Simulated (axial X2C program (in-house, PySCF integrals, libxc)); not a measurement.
GeS: cheaper levels and CCSD(T), two-component

All values were computed with an in-house all-electron X2C program for linear molecules (integrals from PySCF). Two-component (2c) means X2C with spin–orbit coupling and atomic mean-field two-electron Coulomb and Gaunt terms. Basis: Ge dyall-cv3z [9s9p7d4f1g], S dyall-av3z [9s8p3d2f] (cores contracted in-house); Gaussian nuclei, density fitting, unrestricted open shells. Masses: Ge 73.921 u, S 31.972 u.

State: Ω = 0 (closed shell); fragments Ge + S.

```
  level  Re (Å)  ωe (cm⁻¹)
   PBE0   2.012      585.9
     HF   1.995      625.9
    MP2   2.032      569.5
   CCSD   2.022      586.1
r2SCAN0   2.001      600.1
```

Correlated methods: 10 electrons correlated (number of frozen shells: Ge 3 s, 2 p, 1 d; S 2 s, 1 p), 234 virtual spin orbitals or spinors in MP2, 90 natural virtuals in coupled cluster.

CCSD(T), same Hamiltonian and basis:

Re = 2.036 Å, ωe = 561.9 cm⁻¹; T1 = 0.023 (Lee–Taylor normalisation).

**Question.** Give the differences from CCSD(T) in the columns below.

**Answer.** 

```
  level  ΔRe (Å)  Δωe (cm⁻¹)
   PBE0   -0.024          24
     HF   -0.041          64
    MP2   -0.004           8
   CCSD   -0.014          24
r2SCAN0   -0.035          38
```

The state is one determinant whose occupation by symmetry is held fixed; it was picked as the lowest of a PBE0 search that is not exhaustive. Closed shells are restricted here (equal orbitals for both partners); the stretched side of such a curve lies too high. De is not given where an atomic determinant may have missed its ground term or J level, or where the truncated virtual space spoils (T). CCSD and (T) use frozen natural virtuals with an MP2 correction for the truncation; (T) itself is uncorrected, so its De runs slightly low. Without a current term, density functionals place determinants with orbital angular momentum somewhat too high. With the outer-core shells frozen, correlated bond lengths of heavy atoms tend to come out a few hundredths of an ångström too long.
